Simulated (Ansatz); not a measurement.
`[SiH3][O][Sn]([Cl])([O][SiH3])[O][SiH3]`. The species carries charge 0 and has multiplicity 1. Sn takes the def2 core potential. The geometry is a stationary point of PBE0-D4/def2-TZVP. It is one conformer, not always the lowest.

```xyz
17

Si   -1.246    1.687   -1.974
O    -1.097    0.758   -0.625
Sn    0.353    0.058    0.422
Cl    2.035    1.606    0.622
O     1.003   -1.541   -0.415
Si    0.920   -2.148   -1.941
O    -0.323   -0.417    2.148
Si   -0.147    0.151    3.682
H    -2.019    0.933   -2.993
H     0.094    2.026   -2.525
H    -1.964    2.940   -1.629
H    -0.159   -3.165   -2.027
H     0.633   -1.060   -2.918
H     2.225   -2.773   -2.269
H    -0.434    1.610    3.737
H     1.238   -0.081    4.170
H    -1.111   -0.583    4.536
```

(1) What is the dipole moment at ωB97M-V/def2-TZVPP? (Best estimate.)

(2) And with PBE, r2SCAN, B3LYP? (An estimate is asked.)

(3) Give the Mulliken charges with ωB97M-V, r2SCAN, PBE in def2-TZVPP. (Best estimate.)

Results:

(1) Ansatz gave: 0.39 D, with components (-0.02, 0.21, -0.33) D in this frame, pointing from negative to positive charge.

(2) Ansatz gave: PBE 0.32 D, r2SCAN 0.33 D, B3LYP 0.40 D.

(3) Computed: 
```json
{"atom": "Si1", "ωB97M-V": "0.31", "r2SCAN": "0.45", "PBE": "0.35"}
{"atom": "O2", "ωB97M-V": "-0.58", "r2SCAN": "-0.59", "PBE": "-0.50"}
{"atom": "Sn3", "ωB97M-V": "1.34", "r2SCAN": "1.42", "PBE": "1.26"}
{"atom": "Cl4", "ωB97M-V": "-0.28", "r2SCAN": "-0.32", "PBE": "-0.30"}
{"atom": "O5", "ωB97M-V": "-0.57", "r2SCAN": "-0.59", "PBE": "-0.50"}
{"atom": "Si6", "ωB97M-V": "0.32", "r2SCAN": "0.45", "PBE": "0.35"}
{"atom": "O7", "ωB97M-V": "-0.57", "r2SCAN": "-0.59", "PBE": "-0.49"}
{"atom": "Si8", "ωB97M-V": "0.31", "r2SCAN": "0.44", "PBE": "0.35"}
{"atom": "H9", "ωB97M-V": "-0.03", "r2SCAN": "-0.07", "PBE": "-0.06"}
{"atom": "H10", "ωB97M-V": "-0.03", "r2SCAN": "-0.07", "PBE": "-0.06"}
{"atom": "H11", "ωB97M-V": "-0.03", "r2SCAN": "-0.08", "PBE": "-0.06"}
{"atom": "H12", "ωB97M-V": "-0.03", "r2SCAN": "-0.08", "PBE": "-0.06"}
{"atom": "H13", "ωB97M-V": "-0.04", "r2SCAN": "-0.08", "PBE": "-0.06"}
{"atom": "H14", "ωB97M-V": "-0.03", "r2SCAN": "-0.07", "PBE": "-0.06"}
{"atom": "H15", "ωB97M-V": "-0.03", "r2SCAN": "-0.08", "PBE": "-0.06"}
{"atom": "H16", "ωB97M-V": "-0.03", "r2SCAN": "-0.08", "PBE": "-0.06"}
{"atom": "H17", "ωB97M-V": "-0.03", "r2SCAN": "-0.07", "PBE": "-0.05"}
```

B3LYP here is the variant with VWN-RPA as its local correlation; programs differ in this.
